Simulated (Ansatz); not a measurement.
## Molecular dynamics of HCl

Input:

```yaml
crystal:
  lattice:
    - [8.490185, 0.0, 0.0]
    - [0.0, 8.490185, 0.0]
    - [0.0, 0.0, 8.490185]
  atoms:
    - { symbol: Cl, position: [0.28389561, 0.4503865, 0.29212756] }
    - { symbol: H, position: [0.20243625, 0.43531547, 0.16138238] }
    - { symbol: Cl, position: [-0.04482353, 0.26059318, 0.45265905] }
    - { symbol: H, position: [0.08509027, 0.32860937, 0.40045225] }
    - { symbol: Cl, position: [0.58676882, 0.13689938, 0.66192525] }
    - { symbol: H, position: [0.65003808, 0.00285625, 0.61633483] }
    - { symbol: Cl, position: [0.72307767, 0.84782479, -0.02996496] }
    - { symbol: H, position: [0.69223091, 0.98699961, 0.03142584] }
    - { symbol: Cl, position: [0.03424299, 0.65132818, 0.62727633] }
    - { symbol: H, position: [0.07607108, 0.78883413, 0.67972029] }
    - { symbol: Cl, position: [0.34362208, 0.01753394, 0.36482713] }
    - { symbol: H, position: [0.4213755, 0.08083203, 0.48472573] }
    - { symbol: Cl, position: [0.0093826, 0.38500065, 0.99021943] }
    - { symbol: H, position: [0.05835584, 0.25975379, 0.91393649] }
    - { symbol: Cl, position: [0.41973326, 0.52227956, 0.80452622] }
    - { symbol: H, position: [0.56465987, 0.50002657, 0.84438001] }
    - { symbol: Cl, position: [0.69221493, 0.7919462, 0.46068145] }
    - { symbol: H, position: [0.56070497, 0.83606117, 0.3949546] }
    - { symbol: Cl, position: [1.11985325, 0.80390768, 0.09541758] }
    - { symbol: H, position: [0.97105449, 0.82487543, 0.06143902] }
    - { symbol: Cl, position: [0.63180592, 0.21520274, 0.13256024] }
    - { symbol: H, position: [0.50906714, 0.15695577, 0.2058315] }
    - { symbol: Cl, position: [0.11604398, 0.05721232, 0.75907386] }
    - { symbol: H, position: [0.05874291, 0.13380618, 0.63467012] }
basis:
  ecutwfc: 420.0
kpoints:
  mp_grid: { grid: [1, 1, 1] }
hamiltonian:
  xc: pbe
  dispersion: d3bj
scf:
  occupations: { method: fermi_dirac, width: 0.05 }
  lower_state_search: "off"
md:
  timestep: 0.5
  n_steps: 300
  ensemble: nvt_langevin
  temperature: 300.0
  initial_velocities: maxwell_boltzmann
  seed: 317628
  friction: 0.02
```

Launched with:

```bash
$ ansatz run input.yaml --threads 1 --pin off --max-ram 3072MiB --backend cpu --events-out ev --progress --plain --runs-dir out
```

It starts from a relaxed structure.

Output, in part (step lines):

```
md step     0: t =     0.00 fs  T =   287.5 K  F+E_penalty+E_count = -13157.47431548 eV  E_kin = 0.891894 eV  (7 SCF iters)
md step     1: t =     0.50 fs  T =   287.9 K  F+E_penalty+E_count = -13157.46585542 eV  E_kin = 0.893054 eV  (6 SCF iters)
md step     2: t =     1.00 fs  T =   269.4 K  F+E_penalty+E_count = -13157.44283239 eV  E_kin = 0.835598 eV  (6 SCF iters)
md step     3: t =     1.50 fs  T =   261.5 K  F+E_penalty+E_count = -13157.41124146 eV  E_kin = 0.811257 eV  (6 SCF iters)
md step     4: t =     2.00 fs  T =   260.5 K  F+E_penalty+E_count = -13157.37724125 eV  E_kin = 0.808037 eV  (6 SCF iters)
md step     5: t =     2.50 fs  T =   242.6 K  F+E_penalty+E_count = -13157.35084535 eV  E_kin = 0.752752 eV  (5 SCF iters)
md step     6: t =     3.00 fs  T =   243.5 K  F+E_penalty+E_count = -13157.33799896 eV  E_kin = 0.755462 eV  (5 SCF iters)
md step     7: t =     3.50 fs  T =   232.1 K  F+E_penalty+E_count = -13157.33890087 eV  E_kin = 0.719923 eV  (4 SCF iters)
[... lines left out ...]
md step   300: t =   150.00 fs  T =   278.7 K  F+E_penalty+E_count = -13156.69887604 eV  E_kin = 0.864655 eV  (6 SCF iters)
```

The steps, from the saved trajectory:

```
time (fs)  T (K)  potential energy less start (eV)
      0.0    288                             0.000
      5.0    246                             0.090
     10.0    189                             0.340
     15.0    183                             0.440
     20.0    256                             0.361
     25.0    280                             0.323
     30.0    235                             0.430
     35.0    219                             0.478
     40.0    288                             0.394
     45.0    295                             0.388
     50.0    263                             0.511
     55.0    282                             0.559
     60.0    252                             0.546
     65.0    230                             0.523
     70.0    258                             0.560
     75.0    291                             0.638
     80.0    307                             0.681
     85.0    310                             0.715
     90.0    287                             0.812
     95.0    286                             0.780
    100.0    290                             0.753
    105.0    342                             0.709
    110.0    347                             0.673
    115.0    307                             0.683
    120.0    273                             0.713
    125.0    315                             0.713
    130.0    326                             0.682
    135.0    308                             0.629
    140.0    333                             0.634
    145.0    266                             0.675
    150.0    279                             0.775
```

All steps were run. A run of 0.15 ps of so small a system gives no equilibrium averages. Limits of this set-up: coarse k mesh.

Mean squared displacements from the first frame to the last, about the centre of mass: Cl 0.11 Å², H 0.76 Å².

Last frame:

```xyz
24
Lattice="8.4902 0.0000 0.0000 0.0000 8.4902 0.0000 0.0000 0.0000 8.4902" Properties=species:S:1:pos:R:3
Cl 2.403 3.729 2.495
H 1.983 4.524 1.595
Cl -0.482 2.061 3.591
H 0.653 2.692 3.335
Cl 5.357 0.949 5.602
H 5.688 0.044 6.396
Cl 5.893 6.999 -0.490
H 6.052 7.820 0.480
Cl 0.382 5.486 5.545
H 0.273 4.790 6.642
Cl 2.903 -0.062 3.455
H 3.457 0.313 4.618
Cl -0.009 3.225 8.339
H 1.030 2.487 7.690
Cl 3.463 3.993 6.691
H 4.413 3.890 7.574
Cl 6.103 6.199 4.019
H 4.888 6.559 3.740
Cl 9.308 6.875 0.702
H 8.150 6.688 0.043
Cl 5.542 1.678 0.824
H 4.840 1.345 1.828
Cl 1.319 0.783 6.469
H 0.531 1.429 5.676
```

The run took 5.7 min on 1 thread of AMD EPYC 9R45 96-Core Processor (Zen 5), on a shared host, peak memory 0.54 GiB.
